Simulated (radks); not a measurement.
Effect of the nuclear size on the magnesium ion Mg2+, [Ne]. Calculated with a radial shooting solver on a logarithmic mesh with Libxc functionals: Dirac Kohn-Sham, relativistic LDA (MacDonald-Vosko exchange, VWN5 correlation), spin-unpolarised, spherical densities, finite nucleus; Fermi nuclear charge, rms radius 3.057 fm. The rms radius is varied about that value; shifts are against it.

rms radius (fm)	total energy shift (eV)	density at nucleus (e/bohr^3)	1s1/2 shift (meV)
2.6198	-0.000693	1145	-0.289
2.8614	-0.000323	1144	-0.135
3.057	0	1144	0.000
3.3535	0.000530	1143	0.221
3.595	0.000997	1142	0.415

Slopes of the eigenvalues against <r^2> in GHz/fm^2, as finite differences over the two radii next to the reference (eigenvalue slopes, not the field-shift constants of lines): 1s1/2 28.1.
